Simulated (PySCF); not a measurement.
Structure problem from calculated spectra and properties.

Elements present: C, F, H and Si. Monoisotopic mass: 118.0614 u.

- 13C NMR: chemical shifts (computed TMS as zero) by class: 166.3 (1 C), 119.3 (1 C), 90.9 (1 C), 36.9 (1 C), 17.8 (1 C) ppm [GIAO PBE0/pcSseg-1]
- Rotational structure: rotational constants A, B, C: 3.322, 1.268, 0.999 GHz [GFN2-xTB]
- Polarisability: 89.6 au [CAM-B3LYP/def2-SVPD]
- NMR, other nuclei: isotropic shieldings of nuclei other than C and H, by class: 431 (1 F), 433 (1 Si) ppm [GIAO PBE0/pcSseg-1]
- 1H NMR: chemical shifts (computed TMS as zero) by class: 5.90 (1 H), 5.48 (2 H), 4.18 (3 H), 2.18 (2 H), 1.05 (3 H) ppm [GIAO PBE0/pcSseg-1]
- Triplet: lowest triplet excitation (Tamm–Dancoff): 4.16 eV [TDA CAM-B3LYP/def2-SVPD]
- Dipole: 2.83 D [CAM-B3LYP/def2-SVPD]
- UV, first state: lowest singlet excitation: 6.62 eV (187 nm, f = 0.446) [TDDFT CAM-B3LYP/def2-SVPD]

Gas-phase values; electronic properties from PySCF, density fitting. Levels stand in brackets. One conformer (not necessarily the lowest) at the GFN2-xTB geometry, without solvent, vibrations or thermal averaging. GFN2-xTB frequencies show an imaginary mode (48i cm⁻¹), so this geometry is no minimum at that level. Each NMR value is the plain mean over a class of atoms that symmetry, rotation or inversion makes alike.

Task: Which formula fits the mass and the elements?

Result: C5H11FSi (calculated 118.0614). No other formula that holds each of these elements comes within 0.0003 u with a fitting electron parity and a possible valence count.

Task: What is the compound? Reason from the data.

Result: Numbering: `[CH3:1][CH2:2]/[C:3](=[CH:4]/[SiH3:5])[CH2:6][F:7]`. Its formula, C5H11FSi, gives 1 degree of unsaturation: 0 rings and 1 π bond in the structure found. 5 carbons fall into 5 classes; from least to most shielded: fully substituted alkene carbon [C3] (166.3 ppm), alkene CH carbon [C4] (119.3 ppm), sp3 C–F carbon [C6] (90.9 ppm), allylic carbon [C2] (36.9 ppm), methyl carbon [C1] (17.8 ppm). Hydrogen classes from least to most shielded: 1 H on an alkene CH carbon, C4 (5.90 ppm), 2 H on an sp3 C–F carbon, C6 (5.48 ppm), 3 H on an SiH3 silicon, Si5 (4.18 ppm), 2 H on an allylic carbon, C2 (2.18 ppm), 3 H on a methyl carbon, C1 (1.05 ppm). The other shieldings belong to: 431 ppm, alkyl fluorine [F7]; 433 ppm, SiH3 silicon [Si5]. The optimised geometry has point group C1 and is an asymmetric top. Structure: `CC/C(=C/[SiH3])CF`. Computed isomers that give other values at the same levels: `C=C(F)C[SiH2]CC` (13C chemical shifts (computed TMS as zero) by class: 177.3 (1 C), 92.6 (1 C), 20.6 (1 C), 11.1 (1 C), 6.6 (1 C) ppm); `C=C(C)[SiH2][C@@H](C)F` (13C chemical shifts (computed TMS as zero) by class: 150.6 (1 C), 134.4 (1 C), 86.0 (1 C), 28.5 (1 C), 22.2 (1 C) ppm); `C[C@@H]1[SiH2]CC[C@H]1F` (13C chemical shifts (computed TMS as zero) by class: 105.2 (1 C), 36.8 (1 C), 28.0 (1 C), 16.9 (1 C), 3.4 (1 C) ppm). The assignments are read from this structure; whether some other isomer fits the data as well wasn't checked.

Shape of the structure used: `[CH3:1][CH2:2]/[C:3](=[CH:4]/[SiH3:5])[CH2:6][F:7]`: C1–C2–C3–C4 106°, C2–C3–C6–F7 -170°.
